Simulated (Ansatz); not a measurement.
cyclopentadiene (C5H6), singlet, geometry from GFN2-xTB; B3LYP/STO-3G run with Ansatz (a quantum-chemistry and plane-wave program).

The Ansatz input:
Ansatz 0.2 input:
```yaml
crystal:
  periodic: [false, false, false]
  atoms:
    - {symbol: C, position_ang: [-0.95598982, 0.74046675, -0.18042087]}
    - {symbol: C, position_ang: [0.31928344, 1.14654821, -0.13970851]}
    - {symbol: C, position_ang: [1.20795229, -0.02950479, 0.09797824]}
    - {symbol: C, position_ang: [0.23662075, -1.16012643, 0.18479847]}
    - {symbol: C, position_ang: [-1.00734246, -0.69251146, 0.02117299]}
    - {symbol: H, position_ang: [-1.82488021, 1.35495894, -0.33600955]}
    - {symbol: H, position_ang: [0.69211177, 2.14781454, -0.25441902]}
    - {symbol: H, position_ang: [1.78839080, 0.07895790, 1.01681441]}
    - {symbol: H, position_ang: [1.92285294, -0.16960675, -0.71579165]}
    - {symbol: H, position_ang: [0.53709637, -2.17783852, 0.35412135]}
    - {symbol: H, position_ang: [-1.91871680, -1.26351985, 0.03236258]}
basis:
  gaussian:
    orbitals: STO-3G
hamiltonian:
  xc: b3lyp
scf: {lower_state_search: off}
magnetization: {spin_polarized: true}
```

What the program printed (banner, timings and long lists left out):

```
Functional definition: B3LYP
these checks for a lower state are left out or cut short: stability, starts, cluster_reference, orbital_swaps, neighbouring_geometries, increment
434 factors; integrals over basis functions are off by at most 5.1e-5 eV
mean field evaluation 1: about -5217.2229 eV, gradient 3.7e0 eV
mean field evaluation 2: about -5217.2920 eV, gradient 2.2e0 eV
mean field evaluation 4: about -5217.3194 eV, gradient 5.9e-1 eV
mean field evaluation 8: about -5217.2355 eV, gradient 1.1e-3 eV
mean field -5217.23545954 eV, -191.7298667688 hartree, gradient 1.8e-6 eV, S^2 0.000000; 0 other end points of the search recorded, 0 dependent functions left out
reference -5217.23564962 eV, -191.7298737543 hartree; 18, 18 occupied and 13, 13 virtual orbitals, 434 factors
Total energy: -5217.23564962 eV, -191.7298737543 hartree
Checks for a lower state left out: stability, starts, cluster_reference, orbital_swaps, neighbouring_geometries, increment
```
